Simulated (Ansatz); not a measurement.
(KH)4 cube (K₄H₄). Charge 0, multiplicity 1. Geometry PBE0-D4/def2-SVP; atoms count from 1.

```csv
atom,x (Å),y (Å),z (Å)
K1,-1.8166,-0.7312,-1.2270
K2,-0.4285,2.1160,0.8243
K3,1.8696,0.0658,-1.3566
K4,0.3755,-1.4506,1.7593
H5,-1.8010,-0.0633,1.3068
H6,-0.3617,1.3974,-1.6948
H7,0.4128,-2.0384,-0.7941
H8,1.7499,0.7043,1.1820
```

Q: Estimate the Mulliken populations from the PBE0/def2-TZVP orbitals of Ansatz.

A: 
| atom | charge (e) |
| --- | --- |
| K1 | 0.49 |
| K2 | 0.49 |
| K3 | 0.49 |
| K4 | 0.49 |
| H5 | -0.49 |
| H6 | -0.49 |
| H7 | -0.49 |
| H8 | -0.49 |
Mulliken values depend strongly on the basis.
